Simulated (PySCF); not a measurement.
## Spinor energies of Fe¹⁵⁺ (iron, charge +15)

Start: [Ne] 3s1; 3s1/2 filled at m_j = +1/2. Calculated with PySCF 2.14 in an even-tempered Gaussian basis (19 s from 1.3 bohr⁻², ratio 2.4; 13 p from 1.7 bohr⁻², ratio 2.4; 5 d from 5.9 bohr⁻², ratio 2.6; 4 f from 8.9 bohr⁻², ratio 2.6): generalised Hartree-Fock with the X2C-1e Hamiltonian and a Gaussian nucleus; one run each with spin-orbit coupling (SO) switched off, then screened by Boettger's factors.

```csv
spinor shell,electrons,"ε, spin-free (eV)","ε, screened SO (eV)",weight of nominal j (screened SO),"rms radius, screened SO (bohr)"
1s1/2,2,-7673.7,-7673.7,1.000,0.0674
2s1/2,2,-1353.5,-1353.5,1.000,0.284
2p1/2,2,-1222.4,-1231.3,0.997,0.254
2p3/2,4,-1222.4,-1218.0,0.998,0.256
3s1/2,1,-488.75,-488.75,1.000,0.721
```

```csv
quantity,spin-free,screened SO
E (hartree),-1166.20087,-1166.21960
M_J,1/2,1/2
⟨J²⟩,0.750,0.750
⟨L²⟩,0.000,0.000
⟨S²⟩,0.750,0.750
```

Each row is a mean over spinors that exchange with the open shell spreads, by up to 3.755 eV (2s1/2).

Without spin-orbit coupling the j labels of p, d and f shells carry no meaning; the spin-free column gives the mean over the occupied spinors of each nl shell.
